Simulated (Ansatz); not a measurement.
Job for Ansatz (an electronic-structure program): R-CCSD(T)/aug-cc-pV(T+d)Z on ClH3Si (SMILES [SiH3]Cl). Files ending in .json are basis or fitting sets from the Basis Set Exchange.

Ansatz 0.2 input:
```yaml
crystal:
  periodic: [false, false, false]
  atoms:
    - {symbol: Si, position_ang: [0.43223857, -1.03704059, 3.20463340]}
    - {symbol: Cl, position_ang: [-1.32242813, 0.06465540, 3.36585749]}
    - {symbol: H, position_ang: [0.71455941, -1.51188055, 4.57914716]}
    - {symbol: H, position_ang: [1.53625463, -0.17109418, 2.76186389]}
    - {symbol: H, position_ang: [0.22061766, -2.20172755, 2.33079907]}
basis:
  gaussian:
    orbitals: aug-cc-pV_T+d_Z.json
magnetization: {spin_polarized: false}
correlation: {method: ccsd_t, electrons: outside_noble_gas}
scf: {lower_state_search: off}
```

The head of its log:

```
Functional definition: HF
[...]
these checks for a lower state are left out or cut short: stability, starts, cluster_reference, orbital_swaps, neighbouring_geometries, increment
integrals: 0.60 GiB planned
1013 factors; integrals over basis functions are off by at most 1.2e-3 eV
mean field: 0.45 GiB planned
mean field evaluation 1: about -20414.8245 eV, gradient 1.3e1 eV
mean field evaluation 2: about -20414.9060 eV, gradient 1.3e1 eV
mean field evaluation 4: about -20415.6642 eV, gradient 1.7e0 eV
mean field evaluation 8: about -20415.6771 eV, gradient 2.6e-4 eV
mean field -20415.67705374 eV, -750.2622934820 hartree, gradient 1.1e-6 eV, S^2 0.000000; 0 other end points of the search recorded, 0 dependent functions left out
10 core orbitals not correlated
reference -20415.67705374 eV, -750.2622934820 hartree; 7, 7 occupied and 162, 162 virtual orbitals, 1013 factors
```

Predict the final total energy.

-750.6399 hartree (reference determinant -750.2623, T1 diagnostic 0.009).
